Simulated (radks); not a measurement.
Ba IV, configuration [Kr] 4d10 5s1 5p5 5d1 (not the ground configuration). Method: scalar-relativistic Kohn-Sham, OLYP, spin-polarised, spherical densities, finite nucleus; open shells are filled with parallel spins first (spin-orbit coupling, left out, can overturn this in heavy ions); Fermi nuclear charge, rms radius 4.8378 fm; computed with a radial shooting solver on a logarithmic mesh with Libxc functionals.

Unscreened Slater integrals over Kohn-Sham orbitals (eV). They are taken over the spin-up orbitals.

F0(5d,5d): 10.307
F2(5d,5d): 5.5061
F4(5d,5d): 3.7102
F0(5d,5p): 11.569
F2(5d,5p): 5.8283
G1(5d,5p): 6.8489
G3(5d,5p): 4.3033
F0(5d,5s): 11.980
G2(5d,5s): 4.4850
F0(5d,4d): 13.253
F2(5d,4d): 2.9360
F4(5d,4d): 1.2894
G0(5d,4d): 0.69136
G2(5d,4d): 0.83447
G4(5d,4d): 0.68805
F0(5p,5p): 13.647
F2(5p,5p): 7.4509
F0(5p,5s): 14.433
G1(5p,5s): 9.7740
F0(5p,4d): 16.889
F2(5p,4d): 5.0040
G1(5p,4d): 1.4813
G3(5p,4d): 1.4326
F0(5s,5s): 15.428
F0(5s,4d): 18.741
G2(5s,4d): 2.1847
F0(4d,4d): 30.782
F2(4d,4d): 15.672
F4(4d,4d): 10.465

Derived for the open shells (J is the average intra-shell exchange parameter used in DFT+U). 5p: J = F2/5 = 1.490 eV. 5d: Racah B = F2/49 - 5 F4/441 = 0.07030 eV, C = 35 F4/441 = 0.2945 eV, C/B = 4.19, F4/F2 = 0.674, J = (F2 + F4)/14 = 0.6583 eV.
